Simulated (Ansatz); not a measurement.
Computed with Ansatz on PBE0-D4/def2-TZVP structures; ΔE is electronic, products minus reactants. CCSD(T)/CBS adds triple-zeta CCSD(T) − MP2 to the extrapolated MP2 energy (def2 sets, frozen cores). Functionals use def2-TZVPP. B3LYP here is the variant with VWN-RPA as its local correlation; programs differ in this. One conformer a species, not always the lowest.

Reaction (substitution at a C–Al bond): `B[C](=C)[AlH][CH3]` + `OC1NCS1` → `CN1CSC1O` + `B[C](=C)[AlH2]`

`B[C](=C)[AlH][CH3]`:

Cartesian coordinates in Å:
```
B 0.987 0.627 -1.514
C 0.531 -0.552 -0.630
C 0.964 -1.777 -0.994
Al -0.614 -0.413 0.950
C -1.296 1.309 1.558
H 0.651 1.758 -1.294
H 1.702 0.418 -2.458
H 1.605 -1.924 -1.866
H 0.705 -2.687 -0.450
H -0.952 -1.780 1.699
H -1.895 1.238 2.468
H -1.915 1.774 0.783
H -0.474 2.008 1.748
```

`OC1NCS1`:

```xyz
10

O    -1.740   -0.957    0.209
C    -0.809    0.036   -0.025
N     0.415   -0.502   -0.540
C     1.383    0.207    0.285
S     0.083    0.759    1.437
H    -2.614   -0.560    0.259
H    -1.261    0.842   -0.620
H     0.538   -0.437   -1.542
H     2.134   -0.441    0.741
H     1.872    1.054   -0.205
```

`CN1CSC1O`:

Cartesian coordinates in Å:
```
C 0.338 -1.454 0.104
N 0.308 -0.044 -0.197
C -0.507 0.400 -1.316
S -0.949 1.945 -0.461
C -0.192 0.848 0.824
O 0.758 1.376 1.659
H 0.815 -1.996 -0.716
H -0.665 -1.880 0.265
H 0.935 -1.615 1.004
H -1.393 -0.226 -1.489
H 0.041 0.531 -2.251
H -0.962 0.418 1.476
H 1.474 1.698 1.097
```

`B[C](=C)[AlH2]`:

```xyz
10

B     0.721    0.878   -1.174
C     0.083    0.127    0.015
C     0.295    0.650    1.241
Al   -0.991   -1.497   -0.105
H     1.364    1.872   -0.966
H     0.599    0.502   -2.306
H     0.886    1.556    1.383
H    -0.105    0.209    2.156
H    -1.553   -2.106    1.254
H    -1.299   -2.191   -1.498
```

Q: Is it downhill or uphill in electronic energy at CCSD(T)/CBS, and by how much? (Best estimate.)

A: Ansatz gave: Uphill: ΔE = +37.2 kJ/mol.

Q: What do these levels give: B3LYP-D4, B2PLYP, r2SCAN, MP2/def2-TZVPP, SCS-MP2/def2-TZVPP, CCSD/def2-TZVPP, CCSD(T)/def2-TZVPP, HF/def2-QZVPP, MP2/def2-QZVPP, HF/CBS(def2), MP2/CBS(def2), CCSD/CBS(def2)? (Estimate.)

A: Ansatz gave: B3LYP-D4 35.5, B2PLYP 37.3, r2SCAN 41.1, MP2/def2-TZVPP 33.8, SCS-MP2/def2-TZVPP 31.2, CCSD/def2-TZVPP 34.0, CCSD(T)/def2-TZVPP 33.3, HF/def2-QZVPP 30.9, MP2/def2-QZVPP 36.2, HF/CBS(def2) 30.9, MP2/CBS(def2) 37.7, CCSD/CBS(def2) 37.9 kJ/mol.

Largest T1 diagnostic among the species: 0.012.

The D4 term adds −4.6 kJ/mol with B3LYP and −2.4 kJ/mol with PBE0; it sums over pairs of atoms, weighted by their polarisabilities, and B3LYP, whose exchange is more repulsive, gets the larger term.
